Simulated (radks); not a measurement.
All-electron atom: Tb in [Xe] 4f9 6s2.

Method: scalar-relativistic Kohn-Sham, LDA (Slater exchange, VWN5 correlation), spin-unpolarised, spherical densities, finite nucleus; Fermi nuclear charge, rms radius 5.06 fm; hard spherical wall at 2 bohr; computed with a radial shooting solver on a logarithmic mesh with Libxc functionals.

Energy parts (eV):
| part | energy |
|---|---|
| total | -317793.63 |
| kinetic | 344521.92 |
| electron-nucleus | -783941.01 |
| Hartree | 128500.81 |
| exchange-correlation | -6875.35 |

Orbitals (lengths in bohr, moments of r in powers of bohr; <r^-3> diverges for s and p1/2; r(max) is where P^2 peaks):
| orbital | occ. | eigenvalue (eV) | r(max) | <r^-3> | <r^2> |
|---|---|---|---|---|---|
| 1s | 2 | -51718.87 | 0.01366 | - | 0.0006326 |
| 2s | 2 | -8508.443 | 0.07757 | - | 0.009904 |
| 2p | 6 | -7555.538 | 0.06282 | 12080 | 0.007994 |
| 3s | 2 | -1827.317 | 0.2201 | - | 0.06570 |
| 3p | 6 | -1533.422 | 0.2160 | 2549 | 0.06591 |
| 3d | 10 | -1149.096 | 0.1764 | 342.7 | 0.05525 |
| 4s | 2 | -305.6340 | 0.5063 | - | 0.3367 |
| 4p | 6 | -209.6717 | 0.5294 | 559.1 | 0.3843 |
| 4d | 10 | -78.2475 | 0.5518 | 61.24 | 0.4756 |
| 5s | 2 | 13.9602 | 1.172 | - | 1.460 |
| 5p | 6 | 43.7809 | 1.255 | 133.1 | 1.572 |
| 4f | 9 | 63.2234 | 0.5788 | 8.134 | 0.7800 |
| 5d | 0 | 91.0758 | 1.356 | 20.53 | 1.673 |
| 6s | 2 | 193.0744 | 1.600 | - | 1.691 |
| 6p | 0 | 228.3622 | 1.622 | 238.3 | 1.654 |
| 7s | 0 | 471.6287 | 1.737 | - | 1.611 |

The highest occupied level is 6s at 193.07 eV. The configuration is held as typed, so some empty levels lie below it. The pressure on the wall is 27200 GPa. The electron density at the nucleus is 7.187e+05 e/bohr^3 (large components only).
